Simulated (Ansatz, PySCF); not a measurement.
I3Sb, SMILES [Sb]([I])([I])[I] (connectivity only; charge and spin as stated), charge +1, multiplicity 2. Atoms are numbered in the order given.

```xyz
4

Sb     0.0000     0.0000     0.7441
I      2.1839    -1.2609    -0.2373
I     -2.1839    -1.2609    -0.2373
I      0.0000     2.5218    -0.2372
```
Charge +1, spin multiplicity 2.

Coordinates come from a B3LYP-D3(BJ)/def2-SVP optimisation. The spin state was assumed, not searched. The isomer is the one that the SMILES or the coordinates give; other isomers of the formula were not compared. The def2 effective core potentials stand for the cores of I, Sb; spin–orbit coupling is left out.

Two levels are set side by side: PBE-D3(BJ)/def2-SVP (Ansatz, a program for electronic structure) and B3LYP-D3(BJ)/def2-SVP (Ansatz). Each level has its own optimised geometry; the coordinates shown are those of the second. Frequencies come from the Hessian of PySCF at each geometry. Differences are taken from unrounded values.

| quantity | B3LYP-D3(BJ) |
|---|---|
| mean bond length (Å) | 2.706 |
| bond Sb1–I2 (Å) | 2.706 |
| bond Sb1–I3 (Å) | 2.706 |
| bond Sb1–I4 (Å) | 2.706 |
| highest harmonic wavenumber (cm⁻¹) | 200 |
| mean harmonic wavenumber (cm⁻¹) | 123 |
| zero-point energy (kcal/mol) | 1.05 |

Task: What does PBE-D3(BJ) give, and how far is it from B3LYP-D3(BJ)? (Estimate from the structure and the level; the computed values follow.)

Result: 
```tsv
quantity	PBE-D3(BJ)	PBE-D3(BJ) minus B3LYP-D3(BJ)
mean bond length (Å)	2.711	0.005
bond Sb1–I2 (Å)	2.711	0.005
bond Sb1–I3 (Å)	2.711	0.005
bond Sb1–I4 (Å)	2.711	0.005
highest harmonic wavenumber (cm⁻¹)	195	-5
mean harmonic wavenumber (cm⁻¹)	119	-3
zero-point energy (kcal/mol)	1.02	-0.03
```
